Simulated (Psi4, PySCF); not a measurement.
The PySCF input:
```python
from pyscf import gto, scf, mp

mol = gto.Mole()
mol.atom = '''
    S    -0.000000   -0.000000   -1.550125
    C     0.000000    0.000000    0.000000
    S     0.000000    0.000000    1.550125
'''
mol.basis = '6-31g*'
mol.charge = 0
mol.spin = 0
mol.verbose = 4
mol.build()

mf = scf.RHF(mol)
mf.kernel()

pt = mp.MP2(mf, frozen=11)
pt.kernel()
print('E(MP2) = %.10f' % pt.e_tot)
```

Problem. Write the same job for Psi4.

Solution. Several could match; the one computed here: 
```
memory 2 GB

molecule {
0 1
S    -0.00000000   -0.00000000   -1.55012521
C     0.00000000    0.00000000    0.00000000
S     0.00000000    0.00000000    1.55012521
}

set {
  basis 6-31g*
  freeze_core true
  mp2_type conv
  scf_type pk
  puream true
  d_convergence 1e-8
}

energy('mp2')
print_variables()
```

Both were run: PySCF gave -833.257664 Eh and Psi4 -833.257664 Eh, 0.000 mEh apart.
